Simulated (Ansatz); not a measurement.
`C[Si](O)(F)[SiH3]` + H₂O → `C[Si](O)(O)F` + SiH₄ at 700 K and 1 bar (formal hydrolysis of the Si–Si bond).

Gas-phase electronic energies from Ansatz, PBE0-D4/def2-TZVP geometries. CBS: MP2 limit from def2 TZ/QZ plus the TZ coupled-cluster correction, frozen cores. This one scheme is used for every species. One conformer a species, not always the lowest.

```json
{"species": "`C[Si](O)(F)[SiH3]`", "CCSD(T)/CBS energy (Eh)": "-795.51911", "H − E (kJ/mol)": "302.5", "S (J/(mol·K))": "521.5"}
{"species": "H₂O", "CCSD(T)/CBS energy (Eh)": "-76.37941", "H − E (kJ/mol)": "80.5", "S (J/(mol·K))": "218.4"}
{"species": "`C[Si](O)(O)F`", "CCSD(T)/CBS energy (Eh)": "-580.48617", "H − E (kJ/mol)": "260.0", "S (J/(mol·K))": "462.4"}
{"species": "SiH₄", "CCSD(T)/CBS energy (Eh)": "-291.46306", "H − E (kJ/mol)": "115.5", "S (J/(mol·K))": "252.9"}
```

H − E and S are ideal-gas, rigid-rotor, harmonic terms from PBE0-D4/def2-TZVP, for one conformer and one mirror image of each species. 1 Eh = 2625.50 kJ/mol, R = 8.31446 J/(mol·K).

**Question.** By hand: ΔE, ΔH, ΔS and ΔG.

**Answer.** ΔE = (-580.48617) + (-291.46306) − (-795.51911) − (-76.37941) = -0.05071 Eh = -133.1 kJ/mol. Δ(H − E) = 260.0 + 115.5 − 302.5 − 80.5 = -7.5, so ΔH = -140.6 kJ/mol. ΔS = 462.4 + 252.9 − 521.5 − 218.4 = -24.6 J/(mol·K). ΔG = -140.6 − 700 × (-24.6)/1000 = -123.4 kJ/mol.

**Question.** By hand: the equilibrium constant, and the temperature at which ΔG would vanish if ΔH and ΔS stayed fixed.

**Answer.** log₁₀ K = −ΔG/(RT ln 10) = 9.2. ΔG = 0 at ΔH/ΔS = 5715 K, far beyond where these terms or the molecules hold.

ΔH outweighs TΔS. A doubt of 5 kJ/mol in ΔE shifts log₁₀ K by 0.4 here. Other conformers and mirror images would add mixing entropy, several J/(mol·K) or more a flexible species. These are equilibria of isolated gas molecules and say nothing of rates. Largest T1 diagnostic: 0.012 (customary marks: 0.02 for closed shells, 0.045 for open ones).
